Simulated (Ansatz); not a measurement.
Cartesian coordinates (Å):
SMILES: CC(=O)C=O
```xyz
9

C     -1.1091    -0.3529    -0.1370
C      0.1032     0.1278     0.6001
O      0.1664     0.3067     1.7931
C      1.3633     0.4151    -0.2281
O      1.4175     0.2727    -1.4191
H     -1.3975     0.3812    -0.8926
H     -0.8726    -1.2712    -0.6792
H     -1.9256    -0.5218     0.5602
H      2.2169     0.7665     0.3832
```
Charge 0, spin multiplicity 1.

Method: frozen-core CCSD(T)/cc-pVTZ // B3LYP-D3(BJ)/def2-TZVP (Ansatz, a first-principles code).

The HF energy comes out as -265.73880 Ha. The MP2 correlation energy comes out as -0.93998 Ha.

Task: Estimate the CCSD correlation energy, the (T) correction, the total energy and the T1 diagnostic.

Result: 
```json
{
 "CCSD correlation energy": "-0.95898 Ha",
 "(T) correction": "-0.04267 Ha",
 "CCSD(T) total energy": "-266.74044 Ha",
 "T1 diagnostic": "0.015"
}
```
